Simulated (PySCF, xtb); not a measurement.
diselenium (Se2), SMILES [Se]=[Se] (connectivity only; charge and spin as stated), neutral, multiplicity 3.

The structure is a stationary point at PBE0-D3(BJ)/def2-TZVP.

The numbers are results of PySCF with IEF-PCM-M06-2X/def2-SVP, not measurements.

The values are the electrostatic part of the solvation free energy, E(continuum) − E(gas) at the gas-phase geometry, in a cavity of scaled van der Waals radii (PySCF's table); cavitation and dispersion terms are not included. The dipole moment in vacuum is 0.00 D.

Computed values in water (ε = 78.36), 2-propanol (ε = 19.26), dichloromethane (ε = 8.93):
```csv
solvent,ε,ΔG(elec) (kcal/mol),dipole (D)
water,78.36,-0.3,0.00
2-propanol,19.26,-0.3,0.00
dichloromethane,8.93,-0.3,0.00
```

For comparison, GFN2-xTB/ALPB(water) (xtb, at the GFN2-xTB geometry, all terms of that model) gives 1.4 kcal/mol.
